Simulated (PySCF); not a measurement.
Members of one series of related molecules.

All values: CAM-B3LYP/def2-SVPD (PySCF) at PBE0-D3(BJ)/def2-SVP geometries, gas phase, one conformer each. Core orbitals are frozen in the response; Δα² is half the sum of the squared differences of the principal polarisabilities. The calculation is non-relativistic, for bromine too.

(1) Rank by polarisability anisotropy Δα, highest first.
A. `[BH2:1][CH2:2][BH:3][CH2:4][CH2:5][CH3:6]` with H–B1–C2–B3 -93° and 84°, B1–C2–B3–C4 93°, C2–B3–C4–C5 6°, B3–C4–C5–C6 -177°
B. `[BH2:1][CH2:2][BH:3][Br:4]` with H–B1–C2–B3 120° and -59°, B1–C2–B3–Br4 -112°
C. `[BH2:1][CH2:2][BH:3][N:4]1[CH2:5][CH2:6][CH2:7][CH2:8]1` with H–B1–C2–B3 -91° and 85°, B1–C2–B3–N4 88°, C2–B3–N4–C5 180°, B3–N4–C5–C6 -161°, N4–C5–C6–C7 -34°, C5–C6–C7–C8 39°, C6–C7–C8–N4 -30°
D. `[BH2:1][CH2:2][BH:3][C:4]#[CH:5]` with H–B1–C2–B3 118° and -62°, B1–C2–B3–C4 -107°

(2) Rank by HOMO–LUMO gap, lowest first.
A. `BCBC#C`
B. `BCBBr`
C. `BCBCCC`
D. `BCBN1CCCC1`

(3) Rank by dipole moment, highest first.
A. `[BH2:1][CH2:2][BH:3][N:4]1[CH2:5][CH2:6][CH2:7][CH2:8]1` with H–B1–C2–B3 -91° and 85°, B1–C2–B3–N4 88°, C2–B3–N4–C5 180°, B3–N4–C5–C6 -161°, N4–C5–C6–C7 -34°, C5–C6–C7–C8 39°, C6–C7–C8–N4 -30°
B. `[BH2:1][CH2:2][BH:3][Br:4]` with H–B1–C2–B3 120° and -59°, B1–C2–B3–Br4 -112°
C. `[BH2:1][CH2:2][BH:3][CH2:4][CH2:5][CH3:6]` with H–B1–C2–B3 -93° and 84°, B1–C2–B3–C4 93°, C2–B3–C4–C5 6°, B3–C4–C5–C6 -177°

Answers

(1) D (5.08 Å³), C (4.34 Å³), B (3.49 Å³), A (2.79 Å³).

(2) A (8.15 eV), D (8.31 eV), B (8.46 eV), C (9.18 eV).

(3) A (2.58 D), B (1.38 D), C (0.85 D).

All values together:

```csv
SMILES,formula,μ (D),HOMO (eV),LUMO (eV),α (Å³),Δα (Å³),electrons,α per electron (Å³),ΔSCF removal energy (eV)
BCBC#C,C3H6B2,0.90,-9.35,-1.20,9.57,5.08,34,0.282,10.30
BCBBr,CH5B2Br,1.38,-9.45,-0.99,9.34,3.49,56,0.167,10.54
BCBN1CCCC1,C5H13B2N,2.58,-8.47,-0.16,14.00,4.34,60,0.233,9.02
BCBCCC,C4H12B2,0.85,-9.93,-0.76,11.59,2.79,46,0.252,10.70
```

Conformers: `[BH2:1][CH2:2][BH:3][C:4]#[CH:5]` with H–B1–C2–B3 118° and -62°, B1–C2–B3–C4 -107°; `[BH2:1][CH2:2][BH:3][Br:4]` with H–B1–C2–B3 120° and -59°, B1–C2–B3–Br4 -112°; `[BH2:1][CH2:2][BH:3][N:4]1[CH2:5][CH2:6][CH2:7][CH2:8]1` with H–B1–C2–B3 -91° and 85°, B1–C2–B3–N4 88°, C2–B3–N4–C5 180°, B3–N4–C5–C6 -161°, N4–C5–C6–C7 -34°, C5–C6–C7–C8 39°, C6–C7–C8–N4 -30°; `[BH2:1][CH2:2][BH:3][CH2:4][CH2:5][CH3:6]` with H–B1–C2–B3 -93° and 84°, B1–C2–B3–C4 93°, C2–B3–C4–C5 6°, B3–C4–C5–C6 -177°.
